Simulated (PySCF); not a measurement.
# Two-dimensional NMR puzzle

Compound of formula C5H2F2O2. Correlations simulated from computed shifts and the bond graph:

HSQC (one-bond C–H):
| δH | δC |
| --- | --- |
| 7.71 | 123.1 |
| 7.69 | 139.1 |

HMBC (two and three bonds, from the bond graph):
| δH | δC |
| --- | --- |
| 7.71 | 164.9, 156.2, 143.2, 139.1 |
| 7.69 | 164.9, 143.2, 123.1 |

Carbons without hydrogens: δ 164.9, 156.2, 143.2.

PySCF 2.14.0 with density-fitted response routines calculation with GIAO PBE0/pcSseg-1 shieldings and geometry from GFN2-xTB; in vacuum, a single conformation, no relativistic terms.

Chemical shifts δ = σref − σ; 1H (σref 31.72) and 13C (σref 186.93) against TMS, all at this level.

Exchangeable hydrogens are left out of these lists.

Question: Work out the connectivity.

Answer: `O=C(F)c1cc(F)co1`.

Structure with atom numbers: `[O:1]=[C:2]([F:3])[c:4]1[cH:5][c:6]([F:7])[cH:8][o:9]1`. Hydrogens are named by the atom that carries them.

- δC 164.9 is C6, an aromatic carbon bearing fluorine.
- δC 156.2 is C2, a carbonyl carbon.
- δC 143.2 is C4, a substituted aromatic carbon next to the ring oxygen.
- δC 139.1 is C8, an aromatic CH next to the ring oxygen (δH 7.69).
- δC 123.1 is C5, an aromatic CH (δH 7.71).
- HMBC from δH 7.71 reaches the proton-free carbons C6, C2, C4.
- HMBC from δH 7.69 reaches the proton-free carbons C6, C4.

The data come from this structure; uniqueness wasn't tested.

Shifts are as computed. Against solution values, carbons near 30 ppm lie about +3 ppm off and those near 130 ppm about +5 ppm. Of 1211 compounds with measured shifts, 218 miss one by over three times the rms of a fit or turn the order of signals round; such compounds aren't used in these exercises.
